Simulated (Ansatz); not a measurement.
Input file for Ansatz (an electronic-structure program): R-B3LYP/def2-TZVPPD on GaH5O (a complex), monomers drawn apart or pushed together. Files ending in .json are basis or fitting sets from the Basis Set Exchange.

Ansatz 0.2 input:
```yaml
crystal:
  periodic: [false, false, false]
  atoms:
    - {symbol: Ga, position_ang: [0.39670289, -0.37607595, 0.68515695]}
    - {symbol: H, position_ang: [1.88289631, -0.09762483, 1.12264838]}
    - {symbol: H, position_ang: [-0.22924294, -1.81109929, 0.85260488]}
    - {symbol: H, position_ang: [-0.28718893, 0.62612580, -0.33037689]}
    - {symbol: O, position_ang: [-1.31469333, 1.19444083, 3.94971409]}
    - {symbol: H, position_ang: [-2.27642486, 1.12208488, 3.91120823]}
    - {symbol: H, position_ang: [-1.10994561, 2.13331610, 4.04049756]}
basis:
  gaussian:
    orbitals: def2-TZVPPD.json
hamiltonian:
  xc: {name: B3LYP}
scf: {lower_state_search: off}
```

Predict the final total energy.

-2003.1487 hartree.
